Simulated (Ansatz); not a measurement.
Consider the ligand exchange at the Si–C bond: `[SiH3]C1B[SiH2]1` + `C[CH2][AlH][OH]` → `C[CH2][AlH][O][SiH3]` + `B1C[SiH2]1`.

Gas-phase electronic energies from Ansatz, PBE0-D4/def2-TZVP geometries. CBS: MP2 limit from def2 TZ/QZ plus the TZ coupled-cluster correction, frozen cores. DFT in def2-TZVPP. Each species was taken in one conformer, which may not be the lowest.

| level | ΔE (kJ/mol) |
| --- | --- |
| RPA@PBE/def2-TZVPP | -85.6 |
| HF/def2-SVP | -97.2 |

What does CCSD(T)/CBS give? (An estimate is asked.)

Computed: -81.4 kJ/mol. The listed levels differ from it by -4.2, -15.8 kJ/mol.

Largest T1 diagnostic among the species: 0.014.

In def2-TZVPP, CCSD(T) changes the Hartree–Fock value by +18.8 kJ/mol (the triples alone add +2.2 kJ/mol) and MP2 by +20.4 kJ/mol. Leaving LDA and LC-ωPBE aside and taking each functional with its dispersion term where it has one, the values, not all of them listed here, spread over 22.2 kJ/mol, from BHLYP-D4 to revPBE-D4. LDA lies +3.8 kJ/mol from PBE without D4. The D4 term adds +4.3 kJ/mol with B3LYP and +1.9 kJ/mol with PBE0; it sums over pairs of atoms, weighted by their polarisabilities, and B3LYP, whose exchange is more repulsive, gets the larger term.

B3LYP here is the variant with VWN-RPA as its local correlation; programs differ in this.
